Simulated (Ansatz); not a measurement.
The same path of H2O + H3P + HInO (10 atoms, charge 0, multiplicity 1) was run twice with different band settings. Lost on the way: H2–O3, H5–P6. Made: In1–O3, H2–H5, O4–P6.

Theory: RKS BLYP-D4/def2-SVP in Ansatz 0.2.0.

Relaxed end points:

```xyz
10
Properties=species:S:1:pos:R:3
In 1.929 1.338 -0.446
H -0.604 1.225 -0.282
O -0.579 1.290 -1.298
O 0.334 1.197 1.022
H -0.633 -1.269 -0.692
P 0.423 -1.834 0.098
H -0.973 2.160 -1.504
H 0.385 0.839 1.927
H 0.030 -3.201 -0.155
H -0.312 -1.746 1.329
```

```xyz
10
Properties=species:S:1:pos:R:3
In 0.571 2.223 0.319
H -0.024 -0.088 -2.527
O -0.821 0.937 -0.641
O 1.017 0.001 1.534
H 0.211 -0.422 -3.184
P 0.158 -1.500 1.274
H -1.504 1.331 -1.220
H 1.932 -0.203 1.812
H -0.727 -0.921 0.294
H -0.814 -1.358 2.339
```

Common settings: movable images 9; climbing image yes; optimiser quadratic models (default); start path through a guess of the saddle point; force threshold 0.05 eV/Å; iteration limit 60; end points relaxed.

| run | spring |
| --- | --- |
| 1 | 5.0 eV/Å² |
| 2 | 2.0 to 10.0 eV/Å², energy-weighted |

Question: What does each run give, and how far can it be trusted?

Answer: Run 1: converged after 59 iterations, highest image 1.733 eV above the first end. The profile has 2 maxima (images 1, 7) with wells between them (image 2): this band takes more than one step, which may be the mechanism or a detour left from its start path. A structure lower than the first end lies on the path between it and the top, so the climb from that side starts below the end, which may itself be a saddle point or a shallow side well. Neighbouring images differ by up to 1.4 eV, so the band resolves the path poorly. A vibrational analysis at the climbing image gives one clearly imaginary mode, 1021i cm⁻¹: a first-order saddle point.
Run 2: converged after 53 iterations, highest image 1.733 eV above the first end. The profile has 2 maxima (images 3, 7) with wells between them (image 4): this band takes more than one step, which may be the mechanism or a detour left from its start path. Neighbouring images differ by up to 1.3 eV, so the band resolves the path poorly. Another band between the same ends (9 images) ends at a top of the same energy, where a vibrational analysis finds 1 clearly imaginary mode.
The orbitals stay closed-shell, which can raise the energy where a bond breaks towards radicals; this wasn't checked here.
